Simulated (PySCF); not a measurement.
Cl2MoO2, charge +1, doublet, at a GFN2-xTB geometry (such geometries of metal compounds can be far from the true shape) (the multiplicity is a formal guess) (core potentials on Mo), with bond 5-1 at 3.0 times its length; B3LYP/def2-SVP run with PySCF.

Here is a job for PySCF.
```python
from pyscf import gto, scf, dft

mol = gto.M(
    atom='''
Mo    0.28291459   -0.05232677    0.09346190
O     1.48040807   -0.59010544   -0.90696182
O     0.77601742    0.17276583    1.65238045
Cl   -0.45390895    1.80444866   -0.66278406
Cl   -4.48654061   -4.33167335    0.05635505
''',
    basis='def2-svp',
    ecp={'Mo': 'def2-svp'},
    charge=1,
    spin=1,
    verbose=4,
)

mf = dft.UKS(mol)
mf.xc = 'b3lyp'
mf.kernel()
mo_i, mo_e, stable_i, stable_e = mf.stability(internal=True, external=False, return_status=True, nroots=6, tol=1e-6)
print('internally stable:', stable_i, ' externally stable:', stable_e)
if not stable_i:
    umf = mf.copy()
    umf.scf_summary = {}
    umf.kernel(umf.make_rdm1(mo_i, mf.mo_occ))
```

Problem. Predict the main parts of the log of this PySCF run.

Solution. 
```
PySCF version 2.14.0

[INPUT] verbose = 4
[INPUT] num. atoms = 5
[INPUT] num. electrons = 63
[INPUT] charge = 1
[INPUT] spin (= nelec alpha-beta = 2S) = 1
[INPUT] symmetry False subgroup None
[INPUT] Mole.unit = angstrom
[INPUT] Symbol           X                Y                Z      unit          X                Y                Z       unit  Magmom
[...]
nuclear repulsion = 250.289091070138
number of shells = 39
number of NR pGTOs = 177
number of NR cGTOs = 95
basis = def2-svp
ecp = {'Mo': 'def2-svp'}

******** <class 'pyscf.dft.uks.UKS'> ********
method = UKS
initial guess = minao
damping factor = 0
level_shift factor = 0
DIIS = <class 'pyscf.scf.diis.CDIIS'>
diis_start_cycle = 1
diis_space = 8
diis_damp = 0
SCF conv_tol = 1e-09
SCF conv_tol_grad = None
SCF max_cycles = 50
direct_scf = True
direct_scf_tol = 1e-13
number electrons alpha = 32  beta = 31
XC library pyscf.dft.libxc version 7.1.2
    S. Lehtola, C. Steigemann, M. J. T. Oliveira, and M. A. L. Marques,  SoftwareX 7, 1–5 (2018)
XC functionals = b3lyp
    P. J. Stephens, F. J. Devlin, C. F. Chabalowski, and M. J. Frisch,  J. Phys. Chem. 98, 11623 (1994)
radial grids:
    Treutler-Ahlrichs [JCP 102, 346 (1995); DOI:10.1063/1.469408] (M4) radial grids

becke partition: Becke, JCP 88, 2547 (1988); DOI:10.1063/1.454033
pruning grids: <function nwchem_prune>
grids dens level: 3
symmetrized grids: False
atomic radii adjust function: <function treutler_atomic_radii_adjust>
small_rho_cutoff = 0
Set gradient conv threshold to 3.16228e-05
tot grids = 88368
init E= -1131.22990139512

cycle= 1 E= -1137.77509664771  delta_E= -6.55  |g|= 1.18  |ddm|= 2.42
cycle= 2 E= -1126.16154869665  delta_E= 11.6  |g|= 4.34  |ddm|= 4.18
cycle= 3 E= -1137.05461971627  delta_E= -10.9  |g|= 0.822  |ddm|= 3.73

cycle= 4 E= -1137.37105826756  delta_E= -0.316  |g|= 0.998  |ddm|= 2.35
cycle= 5 E= -1137.77591599524  delta_E= -0.405  |g|= 0.545  |ddm|= 0.596
cycle= 6 E= -1133.25177800367  delta_E= 4.52  |g|= 1.26  |ddm|= 2.79
cycle= 7 E= -1133.2675369588  delta_E= -0.0158  |g|= 1.26  |ddm|= 0.0242
cycle= 8 E= -1133.26762184542  delta_E= -8.49e-05  |g|= 1.26  |ddm|= 0.000383
cycle= 9 E= -1133.28624224253  delta_E= -0.0186  |g|= 1.27  |ddm|= 0.0552
cycle= 10 E= -1133.26497225126  delta_E= 0.0213  |g|= 1.25  |ddm|= 0.117
cycle= 11 E= -1133.28436142721  delta_E= -0.0194  |g|= 1.25  |ddm|= 0.0791
cycle= 12 E= -1130.04119081186  delta_E= 3.24  |g|= 1.58  |ddm|= 1.34
[...]
cycle= 24 E= -1138.36536339944  delta_E= -0.00107  |g|= 0.111  |ddm|= 0.0348
cycle= 25 E= -1138.36974307415  delta_E= -0.00438  |g|= 0.0697  |ddm|= 0.0679
cycle= 26 E= -1138.37202502865  delta_E= -0.00228  |g|= 0.0305  |ddm|= 0.0623
cycle= 27 E= -1138.13714770208  delta_E= 0.235  |g|= 0.387  |ddm|= 1.31
cycle= 28 E= -1138.14463460013  delta_E= -0.00749  |g|= 0.376  |ddm|= 0.0606
cycle= 29 E= -1138.14567438038  delta_E= -0.00104  |g|= 0.374  |ddm|= 0.00884
cycle= 30 E= -1138.14206184389  delta_E= 0.00361  |g|= 0.38  |ddm|= 0.0968
cycle= 31 E= -1138.14090024834  delta_E= 0.00116  |g|= 0.382  |ddm|= 0.142

cycle= 32 E= -1138.1567239865  delta_E= -0.0158  |g|= 0.354  |ddm|= 0.12
cycle= 33 E= -1138.37219536828  delta_E= -0.215  |g|= 0.0289  |ddm|= 1.29
cycle= 34 E= -1138.37242777771  delta_E= -0.000232  |g|= 0.0244  |ddm|= 0.0258
cycle= 35 E= -1138.37280327197  delta_E= -0.000375  |g|= 0.0197  |ddm|= 0.052
cycle= 36 E= -1138.37324145996  delta_E= -0.000438  |g|= 0.0161  |ddm|= 0.0616
cycle= 37 E= -1138.37397158723  delta_E= -0.00073  |g|= 0.00901  |ddm|= 0.154
cycle= 38 E= -1138.37398978294  delta_E= -1.82e-05  |g|= 0.00801  |ddm|= 0.0137
cycle= 39 E= -1138.37396896571  delta_E= 2.08e-05  |g|= 0.00945  |ddm|= 0.0217
cycle= 40 E= -1138.37398038434  delta_E= -1.14e-05  |g|= 0.00824  |ddm|= 0.00741
cycle= 41 E= -1138.3739425197  delta_E= 3.79e-05  |g|= 0.00929  |ddm|= 0.015
cycle= 42 E= -1138.37397732324  delta_E= -3.48e-05  |g|= 0.00818  |ddm|= 0.0106
cycle= 43 E= -1138.37394407472  delta_E= 3.32e-05  |g|= 0.00968  |ddm|= 0.00866
cycle= 44 E= -1138.37394116021  delta_E= 2.91e-06  |g|= 0.00954  |ddm|= 0.0029
cycle= 45 E= -1138.37398100641  delta_E= -3.98e-05  |g|= 0.00737  |ddm|= 0.0591
cycle= 46 E= -1138.3740382637  delta_E= -5.73e-05  |g|= 0.00116  |ddm|= 0.0277
cycle= 47 E= -1138.37403999929  delta_E= -1.74e-06  |g|= 0.000458  |ddm|= 0.0038
cycle= 48 E= -1138.37404063441  delta_E= -6.35e-07  |g|= 0.00027  |ddm|= 0.00203
cycle= 49 E= -1138.37404110818  delta_E= -4.74e-07  |g|= 0.000259  |ddm|= 0.00277
cycle= 50 E= -1138.37404124189  delta_E= -1.34e-07  |g|= 0.000193  |ddm|= 0.00154
SCF not converged.
SCF energy = -1138.37404124189 after 50 cycles  <S^2> = 0.83279757  2S+1 = 2.0811512
uhf_internal: lowest eigs of H = [1.86085534e-05 1.45092346e-03 3.92345198e-03 6.64440037e-02
 7.67736494e-02 8.43318948e-02]
<class 'pyscf.dft.uks.UKS'> wavefunction is stable in the internal stability analysis
internally stable: True  externally stable: None
```

The run did not converge; its last values are not results.
